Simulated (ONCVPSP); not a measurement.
**Pseudopotential generation for manganese (Mn): ONCV, PBEsol, scalar-relativistic.**

| Item | Value |
| --- | --- |
| Element | Mn (Z = 25) |
| Generator | ONCVPSP 4.0.1 |
| Type | optimised norm-conserving Vanderbilt (ONCV) |
| Functional | PBEsol |
| Relativity | scalar-relativistic |
| Frozen core | [Ne] |
| Valence charge | 15 |
| Reference configuration | 3s2 3p6 3d5 4s1 4p1 |
| Partial waves | 3s+4s: rc 1.20 bohr, ncon 4, nbas 9, qcut 8.2 1/bohr, 2 projectors; 3p+4p: rc 1.55 bohr, ncon 3, nbas 6, qcut 9.8 1/bohr, 2 projectors; 3d: rc 1.75 bohr, ncon 4, nbas 9, qcut 9.3 1/bohr, 2 projectors, debl 2.7 Ha |
| Local potential | polynomial inside 1.05 bohr (lpopt 5, dvloc0 2 Ha) |
| Core correction | none |

All-electron outer shells of the reference configuration (PBEsol, scalar-relativistic, ld1.x):

```json
{"shell": "2s", "level (eV)": "-744.65", "outermost node (bohr)": "0.08", "outermost maximum (bohr)": "0.23"}
{"shell": "2p", "level (eV)": "-631.30", "outermost node (bohr)": "–", "outermost maximum (bohr)": "0.19"}
{"shell": "3s", "level (eV)": "-87.27", "outermost node (bohr)": "0.34", "outermost maximum (bohr)": "0.74"}
{"shell": "3p", "level (eV)": "-56.11", "outermost node (bohr)": "0.31", "outermost maximum (bohr)": "0.75"}
{"shell": "3d", "level (eV)": "-8.35", "outermost node (bohr)": "–", "outermost maximum (bohr)": "0.76"}
{"shell": "4s", "level (eV)": "-6.10", "outermost node (bohr)": "1.05", "outermost maximum (bohr)": "2.47"}
{"shell": "4p", "level (eV)": "-2.12", "outermost node (bohr)": "1.16", "outermost maximum (bohr)": "3.30"}
```

Calculated quality:

| Property | Result |
| --- | --- |
| Cutoffs needed | 33 Ha and 47 Ha (the cutoffs (Ha) at which the residual kinetic energy of the hardest occupied pseudo-wave falls to 1 and 0.1 mHa per electron) |
| Ghost test | no bound ghost flagged; no localised positive-energy state flagged |
| Largest excitation error | +3.3 meV (all-electron minus pseudo) for 3s2 3p6 3d5 4s0 4p0, out of 4 test configurations |

Generation and tests took about 4.5 s on one core of a shared server CPU.
